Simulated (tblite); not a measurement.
Species: CH₁₁NSi₃.
Atom-mapped SMILES: `[SiH3:1][CH2:2][SiH2:3][NH:4][SiH3:5]` (hydrogens: H6, H7, H8 on Si1; H9, H10 on C2; H11, H12 on Si3; H13 on N4; H14, H15, H16 on Si5)

Computed with GFN2-xTB (tblite), gas phase: L-BFGS steps from a force-field or distance-geometry start until the largest atomic force falls under 0.01 eV/Å.

At the end of the run (lengths in Å): N4–H13 1.007, N4–Si5 1.730, Si1–C2 1.897, Si3–N4 1.735, Si1–H6 1.470, C2–Si3 1.895, Si5–H16 1.464, Si3–N4–Si5 130.0°, C2–Si3–N4 109.6°, Si1–C2–Si3 115.5°, Si1–C2–Si3–N4 -55°, C2–Si3–N4–Si5 -55°, H13–N4–Si5–H14 82°, H9–C2–Si3–N4 67°.

**Question.** These geometries were met on the way; a selection of coordinates is given. Order them by energy above the end point, lowest first.
A. N4–H13 1.009, N4–Si5 1.728, Si1–C2 1.895, Si3–N4 1.738, Si1–H6 1.474, C2–Si3 1.903, Si5–H16 1.464, Si3–N4–Si5 128.2°, C2–Si3–N4 112.7°, Si1–C2–Si3 116.6°, Si1–C2–Si3–N4 -104°, C2–Si3–N4–Si5 -78°, H13–N4–Si5–H14 67°, H9–C2–Si3–N4 20°
B. N4–H13 1.006, N4–Si5 1.729, Si1–C2 1.896, Si3–N4 1.734, Si1–H6 1.469, C2–Si3 1.902, Si5–H16 1.465, Si3–N4–Si5 128.6°, C2–Si3–N4 109.3°, Si1–C2–Si3 115.5°, Si1–C2–Si3–N4 -103°, C2–Si3–N4–Si5 -68°, H13–N4–Si5–H14 75°, H9–C2–Si3–N4 20°
C. N4–H13 1.004, N4–Si5 1.740, Si1–C2 1.913, Si3–N4 1.744, Si1–H6 1.447, C2–Si3 1.891, Si5–H16 1.450, Si3–N4–Si5 118.8°, C2–Si3–N4 114.6°, Si1–C2–Si3 113.3°, Si1–C2–Si3–N4 -100°, C2–Si3–N4–Si5 -83°, H13–N4–Si5–H14 29°, H9–C2–Si3–N4 26°
D. N4–H13 1.067, N4–Si5 1.783, Si1–C2 1.847, Si3–N4 1.762, Si1–H6 1.486, C2–Si3 1.873, Si5–H16 1.485, Si3–N4–Si5 114.0°, C2–Si3–N4 113.9°, Si1–C2–Si3 113.3°, Si1–C2–Si3–N4 -97°, C2–Si3–N4–Si5 -89°, H13–N4–Si5–H14 20°, H9–C2–Si3–N4 31°
E. N4–H13 1.008, N4–Si5 1.738, Si1–C2 1.898, Si3–N4 1.742, Si1–H6 1.472, C2–Si3 1.906, Si5–H16 1.483, Si3–N4–Si5 126.0°, C2–Si3–N4 114.5°, Si1–C2–Si3 115.1°, Si1–C2–Si3–N4 -103°, C2–Si3–N4–Si5 -77°, H13–N4–Si5–H14 54°, H9–C2–Si3–N4 23°

**Answer.** B (0.073 eV), A (0.119 eV), E (0.198 eV), C (0.339 eV), D (0.566 eV).

| step | E above end (eV) | rms distance from the end, all atoms (Å) | largest force (eV/Å) | rms shift of all bonds from the end (Å) |
| --- | --- | --- | --- | --- |
| 69 | 0.073 | 0.852 | 0.055 | 0.002 |
| 17 | 0.119 | 1.041 | 0.206 | 0.004 |
| 9 | 0.198 | 1.053 | 0.349 | 0.007 |
| 3 | 0.339 | 1.064 | 0.469 | 0.010 |
| 0 | 0.566 | 1.068 | 2.088 | 0.028 |

Rows stand in the order of the answer.
